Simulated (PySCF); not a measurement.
Compound: C4H7ClSi.
Structure used (GFN2-xTB), in Å, numbered top down from 1:
```xyz
13
C4H7ClSi angstrom
Cl     2.772   -1.242    0.274
C      1.170   -0.593    0.104
C      0.129   -1.350   -0.201
C     -1.209   -0.685   -0.323
Si    -0.862    1.159    0.040
C      1.007    0.876    0.317
H      0.207   -2.414   -0.362
H     -1.618   -0.860   -1.319
H     -1.912   -1.139    0.378
H     -1.134    2.030   -1.106
H     -1.541    1.645    1.243
H      1.640    1.426   -0.380
H      1.346    1.147    1.317
```

Jobs on this species (13 atoms, 62 electrons) with PySCF (density fitting). Hardware of each: one thread of an Arm Neoverse V2, on a shared host. Times come from a shared host and carry two figures at best.

```json
{"level and settings": "LC-wPBE/def2-SVP, start guess sap, fitting basis def2-universal-jkfit", "work": "3 singlets by full TDDFT, 5 Tamm–Dancoff triplets, polarisability", "basis functions": "127", "SCF cycles": "?", "wall time": "?"}
{"level and settings": "PBE0/def2-SVPD", "work": "6 singlets by full TDDFT, 2 Tamm–Dancoff triplets, polarisability", "basis functions": "187", "SCF cycles": "14", "wall time": "36 s"}
{"level and settings": "PBE0/3-21G", "work": "shieldings, ring-centre shieldings", "basis functions": "76", "SCF cycles": "12", "wall time": "5.1 s"}
{"level and settings": "PBE0/pcSseg-1", "work": "shieldings, ring-centre shieldings, charges and field gradients", "basis functions": "151", "SCF cycles": "14", "wall time": "25 s"}
```

Q: Fill in the missing figures.

A: 
- LC-wPBE/def2-SVP, start guess sap, fitting basis def2-universal-jkfit; 3 singlets by full TDDFT, 5 Tamm–Dancoff triplets, polarisability: 24 s, 16 SCF cycles

Q: What do all jobs in the table cost together?

A: About 90 s; the longest takes about 40 % of that, and about 7.1 times as long as the shortest.
